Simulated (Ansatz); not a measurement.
Reaction (hydrogenolysis of a C–F bond): `FC1(Cl)O[SiH2]1` + H₂ → `ClC1O[SiH2]1` + H–F

Calculated with Ansatz (gas phase, PBE0-D4/def2-TZVP geometries, no zero-point term in ΔE). CBS: MP2 limit from def2 TZ/QZ plus the TZ coupled-cluster correction, frozen cores. This one scheme is used for every species. DFT in def2-TZVPP. HSE06 is defined as in plane-wave codes.

```csv
level,ΔE (kJ/mol),difference from CCSD(T)/CBS
PBE-D4,-68.7,20.0
BLYP-D4,-66.8,21.9
r2SCAN0-D4,-76.3,12.4
HSE06-D4,-78.1,10.6
CAM-B3LYP-D4,-73.2,15.5
PBE,-70.3,18.4
revPBE,-72.9,15.8
BLYP,-70.4,18.3
r2SCAN,-67.6,21.1
r2SCANh,-71.4,17.3
HSE06,-79.4,9.3
LC-ωPBE,-78.6,10.1
HF/def2-SVP,-79.5,9.2
CCSD/def2-SVP,-69.8,18.9
MP2/def2-TZVPP,-89.7,-1.0
MP2/def2-QZVPP,-91.9,-3.2
CCSD(T)/CBS,-88.7,0
```

(1) What do rigid-rotor, harmonic-oscillator terms from PBE0-D4/def2-TZVP frequencies (298.15 K, 1 bar) make of the CCSD(T)/CBS value? (Best estimate.)

Largest T1 diagnostic among the species: 0.014.

Results:

(1) The calculation gave: ΔZPE = +19.5 kJ/mol, ΔH = -70.9 kJ/mol, ΔS = 26 J/(mol·K), ΔG = -78.8 kJ/mol.

From BLYP to BHLYP (50 % exact exchange), in def2-TZVPP and without D4, ΔE moves by −12.9 kJ/mol. At CCSD(T), def2-SVP lies +23.5 kJ/mol from the extrapolated value and def2-TZVPP +3.6 kJ/mol.
